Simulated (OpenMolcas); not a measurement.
# Computed transition rates of O2+

```yaml
Program: OpenMolcas
Method: "SS-RASPT2, IPEA 0.25 Eh, imaginary shift 0.1 Eh (closed shells correlated: 1s 2s)"
Basis: ANO-R3 [4s4p2d1f]
Scalar_Hamiltonian: X2C, finite nucleus
Active_space: 2 electrons in 9 orbitals (RAS2 2p; RAS3 3s 3d, at most 1 electron)
State_averaging: 2S+1 = 3 even, 3 roots; 2S+1 = 1 even, 6 roots; 2S+1 = 3 odd, 3 roots; 2S+1 = 1 odd, 3 roots
Spin-orbit_coupling: RASSI with atomic mean-field integrals over the reference wave functions, term energies averaged over their components
```

Rates come from the transition moments of the reference wave functions (E1 and E2 in the length form). At fixed line strength A goes as λ^-3 for E1 and M1 and as λ^-5 for E2, so a rate at the computed wavelength can be rescaled to the measured one. Measured vacuum wavelengths follow from level energies in Moore, Selected Tables of Atomic Spectra, NSRDS-NBS 3, section 11. Branching counts decays inside the model space alone, at computed energies, and the table is only a selection of the E1 lines, drawn from those between levels with measured partners whose computed energy lies within a factor of 1.5 of the measured one.

```
         Upper        Lower  Type  λ computed (nm)  λ measured (nm)  A computed (s-1)  A rescaled (s-1)  Branching %
2s² 2p 3s ¹P°₁  2s² 2p² ¹D₂    E1            38.68            39.56          4.42e+09          4.13e+09         87.8
2s² 2p 3s ³P°₀  2s² 2p² ³P₁    E1            36.34            37.43          3.11e+09          2.85e+09        100.0
2s² 2p 3s ³P°₁  2s² 2p² ³P₀    E1            36.31             37.4          1.04e+09          9.52e+08         33.3
2s² 2p 3s ³P°₂  2s² 2p² ³P₁    E1            36.29            37.38          7.80e+08          7.14e+08         25.0
2s² 2p 3s ³P°₁  2s² 2p² ³P₁    E1            36.33            37.42          7.76e+08          7.10e+08         24.9
2s² 2p 3s ¹P°₁  2s² 2p² ¹S₀    E1            43.52             43.5          6.12e+08          6.13e+08         12.2
```

The largest correction is for 2s² 2p 3s ³P°₂ → 2s² 2p² ³P₁ (E1): 7.80e+08 × (36.29 / 37.38)^3 = 7.14e+08 s-1, a factor of 0.92.

The computed rate and branching of 2s² 2p 3s ³P°₀ → 2s² 2p² ³P₁ give the upper level a radiative lifetime of 1.000 / 3.11e+09 s-1 = 3.22e-10 s, counting decays inside the model space alone. The rescaled rate gives about 3.5e-10 s.

No measured rate stands beside these. Rescaling mends the energy factor alone: line strengths can still be far off where a level mixes with configurations outside the active space, and weak or spin-changing lines hang on small mixing coefficients that depend on the term gaps too, so rescaling need not improve them.

Term energies are means over components that CASPT2 splits; among the terms shown or strongly mixed into the levels shown the widest spread is 59 cm-1 (2s² 2p² ¹D). ANO sets are built for valence states and can reach diffuse excited orbitals poorly. With the s shell closed, the reference lacks s² → p² mixing. Measured partners are found by configuration, term and J. A level has none where our copy of the source lacks it or the pairing is in doubt (some pairs that miss far off the trend of their configuration count as doubtful). Only configurations of the active space appear.

° marks odd parity.
